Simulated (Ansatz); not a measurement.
One geometry of BrFH₂OSn, SMILES `[OH][SnH]([F])[Br]`, several functionals.

```yaml
crystal:
  periodic: [false, false, false]
  atoms:
    - {symbol: O, position_ang: [-0.582439, 0.137465, -1.462666]}
    - {symbol: Sn, position_ang: [0.004250, -0.352400, 0.315576]}
    - {symbol: F, position_ang: [1.900089, -0.557440, 0.215583]}
    - {symbol: Br, position_ang: [-0.327107, 1.527695, 1.852606]}
    - {symbol: H, position_ang: [-0.252457, 0.990250, -1.759074]}
    - {symbol: H, position_ang: [-0.700136, -1.809569, 0.791877]}
basis:
  gaussian: {orbitals: def2-TZVPP}
hamiltonian: {xc: lda}
output: {orbitals: {seedname: orbitals}}
```

```sh
$ ansatz run in.yaml --threads 4 --pin off --events-out ev --progress --plain --max-ram 10444MiB
```

It prints (some lines left out):

```
Functional definition: SPW92
1189 factors; their error is unknown
mean field evaluation 1: about -80531.6473 eV, gradient 7.7e1 eV
mean field evaluation 2: about -80424.9101 eV, gradient 2.1e2 eV
mean field evaluation 4: about -80539.5366 eV, gradient 3.1e1 eV
mean field evaluation 8: about -80541.0394 eV, gradient 3.8e-1 eV
mean field evaluation 16: about -80541.0128 eV, gradient 1.8e-4 eV
mean field -80541.01281789 eV, -2959.8276283981 hartree, gradient 3.6e-5 eV, S^2 0.000000; 0 other end points of the search recorded, 0 dependent functions left out
reference -80541.01286041 eV, -2959.8276299608 hartree; 38, 38 occupied and 150, 150 virtual orbitals, 1189 factors
Total energy: -80541.01286041 eV, -2959.8276299608 hartree
```

It took 0.7 s on 4 threads of an INTEL XEON PLATINUM 8581C on a shared host, with 0.24 GiB of host memory at the peak.

Changing it to `hamiltonian: {xc: {name: LC-wPBE}}` (abridged; 1.4 s):

```
Functional definition: LC-wPBE
mean field evaluation 16: about -80667.8397 eV, gradient 7.4e-5 eV
mean field -80667.83965655 eV, -2964.4884287525 hartree, gradient 7.4e-5 eV, S^2 0.000000
Total energy: -80667.83965655 eV, -2964.4884287528 hartree
```

With the line `hamiltonian: {xc: {name: BHLYP}, dispersion: d4}` (abridged; 1.5 s):

```
Functional definition: BHLYP
mean field evaluation 16: about -80674.9274 eV, gradient 3.3e-5 eV
mean field -80674.92743519 eV, -2964.7488998134 hartree, gradient 3.3e-5 eV, S^2 0.000000
Total energy: -80675.13441725 eV, -2964.7565062638 hartree
```

With the line `hamiltonian: {xc: pbe0, dispersion: d4}` (abridged; 1.6 s):

```
Functional definition: PBE0
mean field evaluation 16: about -80666.3713 eV, gradient 2.3e-4 eV
mean field -80666.37128034 eV, -2964.4344669222 hartree, gradient 7.0e-5 eV, S^2 0.000000
Total energy: -80666.48860882 eV, -2964.4387786643 hartree
```

Changing it to `hamiltonian: {xc: r2scan, dispersion: d4}` and forces (abridged; 2 s):

```
Functional definition: r2SCAN
mean field evaluation 16: about -80678.8925 eV, gradient 4.7e-4 eV
mean field -80678.89250795 eV, -2964.8946135497 hartree, gradient 2.8e-5 eV, S^2 0.000000
Total energy: -80678.92317780 eV, -2964.8957406458 hartree
Atom 0 force    -0.079755    -0.035600    -0.150027 eV/Å
Atom 1 force    -0.050661    -0.062124     0.094877 eV/Å
Atom 2 force     0.117434    -0.011256    -0.009764 eV/Å
Atom 3 force    -0.008280     0.076922     0.063797 eV/Å
Atom 4 force     0.029265     0.046373     0.011718 eV/Å
Atom 5 force    -0.008003    -0.014316    -0.010602 eV/Å
Dipole moment:    -0.297513    -0.061398     0.003960 e Å
```

Changing it to `hamiltonian: {xc: {name: CAM-B3LYP}, dispersion: d4}` (abridged; 1.8 s):

```
Functional definition: CAM-B3LYP
mean field evaluation 16: about -80680.9013 eV, gradient 2.0e-5 eV
mean field -80680.90129409 eV, -2964.9684350787 hartree, gradient 2.0e-5 eV, S^2 0.000000
Total energy: -80681.02388729 eV, -2964.9729402956 hartree
```
